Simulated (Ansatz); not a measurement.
CF$_{2}$I (SMILES F[C](F)I), doublet, geometry from GFN2-xTB (all electrons, no relativity); B3LYP5/6-311G** in Ansatz (a quantum-chemistry and plane-wave program).

Here is a job for Ansatz.
Ansatz 0.2 input:
```yaml
crystal:
  periodic: [false, false, false]
  atoms:
    - {symbol: F, position_ang: [-1.94047091, -1.04246775, -0.07111409]}
    - {symbol: C, position_ang: [-1.27115926, 0.02973402, 0.32225778]}
    - {symbol: F, position_ang: [-1.89743270, 1.11662875, -0.10056321]}
    - {symbol: I, position_ang: [0.79562430, -0.01595949, -0.00732926]}
basis:
  gaussian:
    orbitals: 6-311G__.json
hamiltonian:
  xc: b3lyp5
magnetization: {spin_polarized: true, initial_magnetization: 1}
accuracy: high
```
The basis file holds 6-311G** in the JSON format of the Basis Set Exchange.

Question: Predict the main parts of the log of this Ansatz run.

Answer: 
```
Functional definition: B3LYP5
1932 factors; integrals over basis functions are off by at most 3.7e-8 eV
mean field evaluation 1: about -194750.7073 eV, gradient 2.1e1 eV
mean field evaluation 2: about -194749.5009 eV, gradient 3.0e1 eV
mean field evaluation 4: about -194751.8887 eV, gradient 9.9e-1 eV
mean field evaluation 8: about -194752.0029 eV, gradient 3.3e-1 eV
mean field evaluation 16: about -194752.0034 eV, gradient 3.4e-4 eV
mean field -194752.00342206 eV, -7157.0041181116 hartree, gradient 3.9e-8 eV, S^2 0.753629; 0 other end points of the search recorded, 0 dependent functions left out
reference -194752.00344940 eV, -7157.0041191163 hartree; 39, 38 occupied and 77, 78 virtual orbitals, 1932 factors
Total energy: -194752.00344940 eV, -7157.0041191163 hartree
```
